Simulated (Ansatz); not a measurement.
Reactions of CH5FOSiTe (`C[Te][SiH](O)F`).

Gas-phase electronic energies from Ansatz, PBE0-D4/def2-TZVP geometries. CCSD(T)/CBS is the MP2 limit (def2-TZVPP, def2-QZVPP) plus CCSD(T) − MP2 in def2-TZVPP, frozen cores. This one scheme is used for every species. DFT in def2-TZVPP. def2 core potentials past Kr. For As, Te outer-core shells are correlated without core-valence functions, which leaves a few kJ/mol of doubt a bond. Scalar relativity is left out up to krypton. Each species was taken in one conformer, which may not be the lowest.

```csv
reaction,ωB97X-V (kJ/mol),CCSD/CBS(def2) (kJ/mol)
`C[Te][SiH](O)F` + `O[SiH3]` → `C[Te][SiH2]O` + `O[SiH2]F`,-5,-6
`C[Te][SiH](O)F` + `CC` → `CC[Te]C` + `O[SiH2]F`,90,86
`C[Te][SiH](O)F` + `N#CCCO` → `COCCC#N` + `O[SiH](F)[TeH]`,38,48
`C[Te][SiH](O)F` + `O[AsH2]` → `C[Te][AsH]O` + `O[SiH2]F`,-11,-15
```

Question: Give the CCSD(T)/CBS values in the same order. (Best estimate.)

Answer: The calculation gave: -6, 86, 50, -17 kJ/mol.

Largest T1 diagnostic: 0.012, for `C[Te][AsH]O`.
